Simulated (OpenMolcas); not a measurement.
**Dy IV: from CASSCF to CASPT2**

```
Program             : OpenMolcas 26.06
Basis               : ANO-R1 [7s5p3d2f]
Scalar Hamiltonian  : X2C, finite nucleus
Active space        : 9 electrons in 7 orbitals (4f)
State averaging     : 2S+1 = 6 odd, 21 roots; 2S+1 = 4 odd, 224 roots (128 in the spin-orbit step); 2S+1 = 2 odd, 249 roots kept (CI in the orbitals of an earlier block, 143 in the spin-orbit step)
Spin-orbit coupling : state interaction with AMFI integrals over the reference wave functions, term energies averaged over their components
```

Methods on the same reference wave functions:
A. CASSCF
B. SS-CASPT2, IPEA 0.25 Eh, imaginary shift 0.1 Eh (closed shells correlated: 5s 5p)
C. MS-CASPT2, IPEA 0.25 Eh, imaginary shift 0.1 Eh (closed shells correlated: 5s 5p)

Energies in cm⁻¹ above 4f⁹ ⁶H°_15/2.

```csv
Level,A,B,C
4f⁹ ⁶H°_15/2,0.0,0.0,0.0
4f⁹ ⁶H°_13/2,3585,3600,3600
4f⁹ ⁶H°_11/2,6140,6130,6130
4f⁹ ⁶H°_9/2,8121,8110,8110
4f⁹ ⁶H°_7/2,9675,9650,9650
4f⁹ ⁶F°_11/2,9939,8880,8880
4f⁹ ⁶H°_5/2,10853,10830,10830
4f⁹ ⁶F°_9/2,11365,10310,10310
4f⁹ ⁶F°_7/2,13342,12290,12290
4f⁹ ⁶F°_5/2,14816,13750,13750
4f⁹ ⁶F°_3/2,15687,14600,14600
4f⁹ ⁶F°_1/2,16226,15130,15130
4f⁹ ⁴F°_9/2(1) [68 %],24569,23560,23560
4f⁹ ⁴I°_15/2(1) [58 %],25116,24450,24450
4f⁹ ⁴G°_11/2(1),27264,26190,26190
4f⁹ ⁴M°_21/2,27601,27320,27320
4f⁹ ⁴I°_13/2(1) [73 %],28890,28130,28130
4f⁹ ⁴M°_19/2 [67 %],29143,28710,28710
4f⁹ ⁴F°_7/2(1) [64 %],29595,28540,28540
4f⁹ ⁴M°_15/2 [56 %],31301,30900,30900
4f⁹ ⁴I°_11/2(1),31529,30740,30740
4f⁹ ⁴M°_17/2 [55 %],32998,32530,32530
4f⁹ ⁴I°_9/2(1),33034,32200,32200
4f⁹ ⁴G°_9/2(1) [66 %],34162,33110,33110
```

Between B and C no level of the table moves by more than 5 cm-1.

From A to B the spin-free energies of the other terms of 4f⁹ shown, above ⁶H°, scale by factors of 0.85 to 0.99.

The lowest spin-free term lies below A's lowest term by 0.315 hartree in B, 0.315 hartree in C.

CASPT2 does not keep the components of a term degenerate, so their means are used; among the terms shown or strongly mixed into the levels shown the widest spread is 130 cm-1 (4f⁹ ⁶H°, C). High states are left out of the spin-orbit mixing, which shifts the levels that they would mix with. The basis is small and was not contracted for so high a charge. Without dynamic correlation excited terms often stand tens of per cent too high (terms of higher spin than the ground term too low), and those without a measured partner can miss by more than the paired ones (holds for A). Blocks of more than 70 roots (2S+1 = 4 odd, 2 odd) ran without multistate coupling (holds for C). Levels of configurations outside the active space are missing. The table leaves out levels that lie high or whose names do not pair safely across all columns.

A share in square brackets marks a mixed level and gives the weight of the term that names it, the lowest over the columns. A number in round brackets counts repeated terms of one configuration in the order of the reference energies. ° marks odd parity.
